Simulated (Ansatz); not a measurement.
GaSn₆⁺, relaxed as a singlet with RKS B3LYP-D4/def2-SVP in Ansatz, starting from the GFN2-xTB geometry. Force threshold 0.02 eV/Å.

In the def2 sets Sn takes a core potential; there is no spin–orbit coupling. The structure comes from a short search, and lower isomers may exist.

Start:

```tsv
atom	x (Å)	y (Å)	z (Å)
Ga1	-3.281	-0.635	-0.684
Sn2	1.162	1.196	-1.534
Sn3	-0.548	0.014	2.659
Sn4	2.154	-1.644	-1.722
Sn5	1.739	0.754	1.225
Sn6	-1.109	1.537	0.155
Sn7	-0.117	-1.222	-0.098
```

```csv
step,energy (eV),largest force component (eV/Å),SCF passes
1,-87373.4844,0.965,23
2,-87373.7091,0.494,33
3,-87373.8009,0.282,30
4,-87373.8676,0.072,29
5,-87373.8855,0.140,29
6,-87373.9123,0.105,29
7,-87373.9533,0.175,28
8,-87374.0071,0.152,27
9,-87374.0597,0.145,27
10 (rejected),-87374.0523,0.232,27
11,-87374.0740,0.039,25
13,-87374.0795,0.071,27
15,-87374.0950,0.074,25
17,-87374.1425,0.109,25
19,-87374.1727,0.219,25
21,-87374.2033,0.173,24
23,-87374.2231,0.100,26
25,-87374.2260,0.025,26
27,-87374.2265,0.006,27
29,-87374.2272,0.014,25
30,-87374.2273,0.007,26
```

Force components are those of the run's own axes.

End:

Cartesian coordinates in Å:
```
Ga -2.6831 1.3510 -1.9010
Sn 0.1141 0.0100 -2.0696
Sn 0.9329 -0.5407 2.6057
Sn 2.5261 -1.2526 -0.1337
Sn 1.1684 1.3962 0.3079
Sn -1.6401 0.8065 0.9747
Sn -0.4184 -1.7704 0.2160
```

Bonds lost: Sn2–Sn6, Sn5–Sn7 (atoms count from 1). Bonds formed: Ga1–Sn2, Sn3–Sn4, Sn4–Sn5 (atoms count from 1). The end is the same structure that another start reached, the lowest one found.

The force fell under the threshold at step 27, but the optimiser went on. No frequencies were taken in this run, so the end may be a saddle point.

Run time 4.4 min (4 threads of Arm Neoverse V2 on a shared host), peak host memory 0.91 GiB.
